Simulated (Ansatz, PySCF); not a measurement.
CI₂, SMILES I[C]I (connectivity only; charge and spin as stated), neutral, multiplicity 1.

Geometry optimised at B3LYP-D3(BJ)/def2-TZVP. The def2 effective core potentials stand for the cores of I; spin–orbit coupling is left out.

Vertical ionisation energy (IE) and electron affinity (EA) in eV. Rows of orbital energies are one-electron estimates. Where ΔSCF, EOM or ADC give a negative EA the extra electron is unbound and the value depends on the basis.

```tsv
level	IE	EA
−ε(HOMO), −ε(LUMO), CAM-B3LYP/def2-TZVPD (PySCF)	8.15	2.60
−ε(HOMO), −ε(LUMO), PBE/def2-TZVPD (PySCF)	5.81	4.53
ΔSCF, ωB97X-V/def2-SVPD (Ansatz), final states of multiplicity 2 and 2	8.94	2.21
ΔSCF, PBE/def2-SVPD (Ansatz), final states of multiplicity 2 and 2	8.58	1.91
```

Q: What vertical singlet–triplet gap does ΔSCF give with ωB97X-V/def2-SVPD (Ansatz, an electronic-structure program) and with PBE/def2-SVPD (Ansatz)? (The exact figures need the calculation; the answer reports its results.)

A: 0.45 and 0.71 eV (triplet above singlet where positive).
